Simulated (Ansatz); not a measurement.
`S=C[SiH2]Br` + `N[SiH3]` → `[SiH3]N[SiH2]Br` + `C=S` at 298.15 K and 1 bar (ligand exchange at the Si–C bond).

Gas-phase electronic energies from Ansatz, PBE0-D4/def2-TZVP geometries. CCSD(T)/CBS is the MP2 limit (def2-TZVPP, def2-QZVPP) plus CCSD(T) − MP2 in def2-TZVPP, frozen cores. This one scheme is used for every species. For Br outer-core shells are correlated without core-valence functions, which leaves a few kJ/mol of doubt a bond. Scalar relativity is left out up to krypton. Each species was taken in one conformer, which may not be the lowest.

```json
{"species": "`S=C[SiH2]Br`", "CCSD(T)/CBS energy (Eh)": "-3300.04247", "H − E (kJ/mol)": "108.7", "S (J/(mol·K))": "347.9"}
{"species": "`N[SiH3]`", "CCSD(T)/CBS energy (Eh)": "-346.80422", "H − E (kJ/mol)": "145.7", "S (J/(mol·K))": "264.3"}
{"species": "`[SiH3]N[SiH2]Br`", "CCSD(T)/CBS energy (Eh)": "-3209.88376", "H − E (kJ/mol)": "179.3", "S (J/(mol·K))": "366.2"}
{"species": "`C=S`", "CCSD(T)/CBS energy (Eh)": "-436.98974", "H − E (kJ/mol)": "75.3", "S (J/(mol·K))": "230.7"}
```

H − E and S are ideal-gas, rigid-rotor, harmonic terms from PBE0-D4/def2-TZVP, for one conformer and one mirror image of each species. 1 Eh = 2625.50 kJ/mol, R = 8.31446 J/(mol·K).

Q: By hand: ΔE, ΔH, ΔS and ΔG.

A: ΔE = (-3209.88376) + (-436.98974) − (-3300.04247) − (-346.80422) = -0.02681 Eh = -70.4 kJ/mol. Δ(H − E) = 179.3 + 75.3 − 108.7 − 145.7 = 0.2, so ΔH = -70.2 kJ/mol. ΔS = 366.2 + 230.7 − 347.9 − 264.3 = -15.3 J/(mol·K). ΔG = -70.2 − 298.15 × (-15.3)/1000 = -65.6 kJ/mol.

Q: By hand: the equilibrium constant, and the temperature at which ΔG would vanish if ΔH and ΔS stayed fixed.

A: log₁₀ K = −ΔG/(RT ln 10) = 11.5. ΔG = 0 at ΔH/ΔS = 4588 K, far beyond where these terms or the molecules hold.

ΔH outweighs TΔS. A doubt of 5 kJ/mol in ΔE shifts log₁₀ K by 0.9 here. Other conformers and mirror images would add mixing entropy, several J/(mol·K) or more a flexible species. Modes under 60 cm⁻¹, often nearly free rotors, make the harmonic entropy too high. These are equilibria of isolated gas molecules and say nothing of rates. Largest T1 diagnostic: 0.016 (customary marks: 0.02 for closed shells, 0.045 for open ones).
